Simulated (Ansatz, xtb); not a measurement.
# Isomers of C5H9FO in order of energy

4 gas-phase structures of C5H9FO, from a drawn sample of its isomers (lower ones may exist). Each was relaxed with GFN2-xTB; where two conformers were screened, the lower at r2SCAN-D4/def2-SVP is listed:

A. `O[C@@H]1CC[C@H](F)C1`, a singlet
B. `O[C@@H]1CCC[C@H]1F`, a singlet
C. `O[C@@H]1CCC[C@@H]1F`, a singlet
D. `O[C@@H]1CC[C@@H](F)C1`, a singlet

**Question.** Estimate their order in r2SCAN-D4/def2-SVP energy at these geometries, lowest first.

**Answer.** Calculated order at r2SCAN-D4/def2-SVP: A (0.0), C (2.5), D (4.0), B (16.1) kJ/mol. Less than 1 kcal/mol parts A and C; C and D, so the order within those pairs means little.

Energies above the lowest of each column, in kJ/mol; the last columns are at B3LYP/def2-SVP geometries:

| structure | GFN2-xTB | HF/STO-3G | r2SCAN-D4/def2-SVP | B3LYP/def2-SVP | CCSD(T)/def2-SVP + ΔMP2/def2-TZVPP |
| --- | --- | --- | --- | --- | --- |
| A | 0.0 | 0.0 | 0.0 | 0.0 | 0.0 |
| C | 5.9 | 0.7 | 2.5 | 3.4 | 3.2 |
| D | 6.6 | 2.3 | 4.0 | 5.8 | 0.0 |
| B | 8.0 | 2.6 | 16.1 | 9.7 | 8.7 |

CCSD(T)/def2-SVP + ΔMP2/def2-TZVPP has A and C and D within 1 kcal/mol of each other at the bottom, and every level picks one of them. CCSD(T)/def2-SVP + ΔMP2/def2-TZVPP orders those it was run on as D (0.0), A (0.0), C (3.2), B (8.7) kJ/mol. Less than 1 kcal/mol parts D and A; A and C, so the order within those pairs means little. Flexible structures stand in one conformer each, not always the lowest. ΔMP2 is the change of the MP2 energy from the smaller to the larger basis.

Over these structures GFN2-xTB departs from r2SCAN-D4/def2-SVP by 3.8 kJ/mol on average once a common shift is removed. A GFN2-xTB relaxation took about 0.37 s and the r2SCAN-D4/def2-SVP energy about 5.4 s on a shared host (Ansatz 0.2.0, xtb 6.7.1).
